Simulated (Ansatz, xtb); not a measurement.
BFGaH2N: where a starting geometry ends

The starting geometry of this gas-phase triplet was built from a drawn formula by distance geometry and a force field; its bonds are those of `N[B](F)[Ga]`.

```yaml
atoms:
  - { symbol: B, position_ang: [-0.0851, -0.3898, -0.5391] }
  - { symbol: F, position_ang: [0.3630, -1.7136, -1.0041] }
  - { symbol: Ga, position_ang: [-1.4257, 0.8443, -1.7980] }
  - { symbol: N, position_ang: [0.3932, 0.1103, 0.7736] }
  - { symbol: H, position_ang: [-0.4731, 0.3161, 1.3587] }
  - { symbol: H, position_ang: [0.8191, 1.0728, 0.5878] }
```

**Question.** Predict what it relaxes into with r2SCAN-D4/def2-SVP.

**Answer.** It keeps its bonds, and is `N[B](F)[Ga]`.

The energy falls by 0.92 eV over 13 steps:

```
step  E − E(last) (eV)
   1             0.919
   2             0.545
   4             0.359
   5             0.341
   6             0.168
   8             0.018
   9             0.008
  10             0.001
  12             0.000
  13             0.000
```

Final geometry (Å):

```xyz
6

B    -0.2075   -0.2922   -0.5557
F    -0.1439   -1.6240   -0.7023
Ga   -0.9364    0.7813   -2.2502
N     0.1872    0.3116    0.6442
H     0.5277   -0.2432    1.4235
H     0.1643    1.3066    0.8193
```

From the same start GFN2-xTB ends elsewhere, differing in B1–F2 (2.99 against 1.34 Å here), F2–Ga3 (1.84 against 2.97 Å here).

No frequencies were run, so the end isn't proven a minimum. Open shells are spin-unrestricted. The triplet needn't be the ground state. Run with Ansatz 0.2.0, 3.9 min on 1 thread of Intel(R) Xeon(R) Processor @ 2.50GHz (Skylake/Cascade Lake) (shared host).
